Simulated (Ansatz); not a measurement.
The cluster Be3Te2⁺. Charge 1, multiplicity 2. Geometry PBE-D4/def2-SVP.

```tsv
atom	x (Å)	y (Å)	z (Å)
Be1	0.2368	-1.3164	0.0346
Be2	0.4024	0.7247	-1.0504
Be3	-0.6391	0.5917	1.0157
Te4	1.7045	0.3298	0.8805
Te5	-1.7046	-0.3297	-0.8804
```

In the def2 sets Te takes a core potential, while STO-3G treats all electrons; there is no spin–orbit coupling. B3LYP takes the VWN-RPA correlation. The structure comes from a short search, and lower isomers may exist.

**Question.** Estimate the α-spin orbital energies around the gap (eV) in Ansatz with HF/STO-3G, PBE-D4/def2-SVP, BLYP-D4/def2-TZVP, r2SCAN-D4/def2-TZVP, B3LYP-D4/def2-TZVP.

**Answer.** 
| orbital | HF/STO-3G | PBE-D4/def2-SVP | BLYP-D4/def2-TZVP | r2SCAN-D4/def2-TZVP | B3LYP-D4/def2-TZVP |
| --- | --- | --- | --- | --- | --- |
| HOMO−13 | -50.57 | -45.94 | -45.61 | -46.80 | -48.38 |
| HOMO−12 | -50.56 | -45.89 | -45.61 | -46.80 | -48.38 |
| HOMO−11 | -50.55 | -45.89 | -45.61 | -46.80 | -48.38 |
| HOMO−10 | -50.54 | -45.89 | -45.61 | -46.80 | -48.38 |
| HOMO−9 | -50.54 | -45.89 | -45.61 | -46.80 | -48.38 |
| HOMO−8 | -25.78 | -21.57 | -21.16 | -22.02 | -22.88 |
| HOMO−7 | -22.82 | -20.61 | -20.29 | -21.00 | -21.88 |
| HOMO−6 | -16.06 | -14.75 | -14.32 | -14.97 | -15.50 |
| HOMO−5 | -15.98 | -12.98 | -12.61 | -13.23 | -13.68 |
| HOMO−4 | -15.77 | -12.98 | -12.61 | -13.23 | -13.68 |
| HOMO−3 | -14.10 | -11.83 | -11.47 | -11.92 | -12.41 |
| HOMO−2 | -13.52 | -11.74 | -11.41 | -11.89 | -12.34 |
| HOMO−1 | -13.16 | -11.74 | -11.41 | -11.89 | -12.34 |
| HOMO | -9.88 | -9.08 | -8.83 | -9.24 | -9.41 |
| LUMO | -3.20 | -8.12 | -7.83 | -8.06 | -7.45 |
| LUMO+1 | -2.85 | -8.12 | -7.83 | -8.06 | -7.45 |
| LUMO+2 | -2.14 | -7.42 | -7.16 | -7.25 | -6.77 |
| LUMO+3 | -1.37 | -7.42 | -7.16 | -7.25 | -6.77 |
| LUMO+4 | 3.00 | -4.99 | -4.87 | -4.68 | -4.40 |
| LUMO+5 | 3.69 | -4.15 | -4.12 | -3.92 | -3.58 |
| β HOMO | -13.17 | -11.70 | -11.39 | -11.87 | -12.33 |
| β LUMO | -2.89 | -7.93 | -7.89 | -7.37 | -7.50 |
